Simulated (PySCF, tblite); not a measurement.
Isomers of C6H14Si, one GFN2-xTB conformer each. Single-point energies are computed at PBE0/pcSseg-1 (PySCF, gas phase, no added dispersion term), electronic only.

Task: Rank them by PBE0/pcSseg-1 energy, lowest first (kcal/mol).
A. `[CH3:1]/[CH:2]=[C:3](/[CH2:4][CH3:5])[CH2:6][SiH3:7]` with C2–C3–C4–C5 -99°, C2–C3–C6–Si7 -88°
B. `[SiH3:1][CH2:2][CH:3]1[CH2:4][CH2:5][CH2:6][CH2:7]1` with Si1–C2–C3–C4 -63°, C2–C3–C4–C5 -160°, C3–C4–C5–C6 18°, C4–C5–C6–C7 8°, C5–C6–C7–C3 -31°
C. `[CH3:1][SiH2:2][C@@H:3]1[CH2:4][CH2:5][C@@H:6]1[CH3:7]` with C1–Si2–C3–C4 178°, Si2–C3–C4–C5 -106°, C3–C4–C5–C6 -15°, C4–C5–C6–C7 139°, Si2–C3–C6–C5 100°
D. `[CH2:1]=[CH:2][SiH2:3][C@@H:4]([CH3:5])[CH2:6][CH3:7]` with C1–C2–Si3–C4 138°, C2–Si3–C4–C5 -169°, Si3–C4–C6–C7 -59°
E. `[CH3:1][CH2:2][SiH2:3][CH2:4][CH:5]1[CH2:6][CH2:7]1` with C1–C2–Si3–C4 173°, C2–Si3–C4–C5 70°, Si3–C4–C5–C6 83°

Result: B (0.0), C (10.1), A (13.5), E (14.2), D (15.4).

As drawn, the highest has a C=C bond outside aromatic rings, which the lowest lacks. Neighbours under 2.5 kcal/mol apart (C/C=C(/CC)C[SiH3] and CC[SiH2]CC1CC1; CC[SiH2]CC1CC1 and C=C[SiH2][C@@H](C)CC) can change places with a better method, another conformer or zero-point energy. GFN2-xTB itself gives, in the same order: 0.0, 20.4, 21.7, 30.2, 38.2. Both levels put the same isomer lowest; measured from each level's own lowest isomer, the values differ by up to 22.8 kcal/mol (C=C[SiH2][C@@H](C)CC: 38.2 against 15.4).

Task: Which frontier levels, dipoles and rotational constants go with these structures?

Result: 
| SMILES | HOMO (eV, PBE0/pcSseg-1) | LUMO (eV) | dipole (D) | A, B, C (MHz) |
| --- | --- | --- | --- | --- |
| [SiH3]CC1CCCC1 | -8.19 | 0.98 | 0.72 | 5045, 1102, 964.8 |
| C[SiH2][C@@H]1CC[C@@H]1C | -7.78 | 1.14 | 0.79 | 3180, 1578, 1208 |
| C/C=C(/CC)C[SiH3] | -6.49 | 0.56 | 0.48 | 2200, 1526, 1018 |
| CC[SiH2]CC1CC1 | -7.48 | 1.15 | 0.62 | 5239, 879.5, 852.4 |
| C=C[SiH2][C@@H](C)CC | -7.67 | -0.25 | 0.61 | 2967, 1368, 1085 |

Task: What happens when harmonic zero-point energies from GFN2-xTB frequencies are added?

Result: 
| SMILES | ZPE (kcal/mol) | electronic (kcal/mol) | with ZPE (kcal/mol) |
| --- | --- | --- | --- |
| [SiH3]CC1CCCC1 | 113.5 | 0.0 | 0.0 |
| C[SiH2][C@@H]1CC[C@@H]1C | 113.5 | 10.1 | 10.0 |
| C/C=C(/CC)C[SiH3] | 110.7 | 13.5 | 10.7 |
| CC[SiH2]CC1CC1 | 113.0 | 14.2 | 13.6 |
| C=C[SiH2][C@@H](C)CC | 112.2 | 15.4 | 14.0 |

The zero-point energies span 2.8 kcal/mol. The order is unchanged.
